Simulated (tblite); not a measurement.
Species: C6H5F3O.
SMILES: `C=C1C[C@H](F)C(=C(F)F)O1`

Method: GFN2-xTB as coded in tblite; computed harmonic values from a numerical Hessian at the method's own geometry, unscaled. Errors from tens to a few hundred cm⁻¹ against measured bands are possible.

Harmonic wavenumbers (cm⁻¹): 44.4, 84.5, 115.6, 140.4, 264.7, 304.7, 347.2, 392.5, 414.5, 451.9, 497.3, 567.7, 576.0, 662.3, 708.1, 815.8, 851.9, 899.4, 904.7, 937.2, 1014.6, 1058.3, 1077.7, 1145.9, 1191.2, 1205.0, 1228.8, 1241.0, 1262.6, 1288.4, 1373.1, 1432.7, 1730.9, 1791.1, 2941.8, 2998.0, 3015.7, 3145.4, 3183.4.

A = 2128, B = 1021, C = 729.3 MHz; mass 150.029 u (most abundant isotopes); point group C1, symmetry number 1.

Zero-point energy?

Half the sum of the wavenumbers: 21653 cm⁻¹ = 259.03 kJ/mol.

Entropy at 200 K, 1 bar (ideal gas, RRHO, classical rotation)?

Translation 163.05, rotation 119.27, vibration 68.20: S = 350.5 J/(mol K).

And Cp and H(200 K) − H(0)?

Cp = 109.70 J/(mol K), of which vibrations give 76.44 (their classical limit is 39 R = 324.3); H(200 K) − H(0) = 14.12 kJ/mol without the zero-point energy, 7.46 from vibrations.

Which modes carry the vibrational entropy at 200 K?

44.4 cm⁻¹: 17.84; 84.5 cm⁻¹: 12.58; 115.6 cm⁻¹: 10.08; 140.4 cm⁻¹: 8.58; 264.7 cm⁻¹: 4.11; 304.7 cm⁻¹: 3.28 J/(mol K); the other 33 give 11.74 together.

Blend soft modes into free rotors: weight 1/[1 + (100 cm⁻¹/ν̃)⁴] for the oscillator and the rest for a rotor with moment μB/(μ + B), μ = h/(8π²ν), B = 10⁻⁴⁴ kg m². What vibrational entropy results?

63.16 J/(mol K) in place of 68.20, which changes −T·S at 200 K by +1.01 kJ/mol.

Hindered rotation and anharmonicity are outside this model. The structure is chiral; the term R ln 2 for an equal mix with its mirror image is left out.
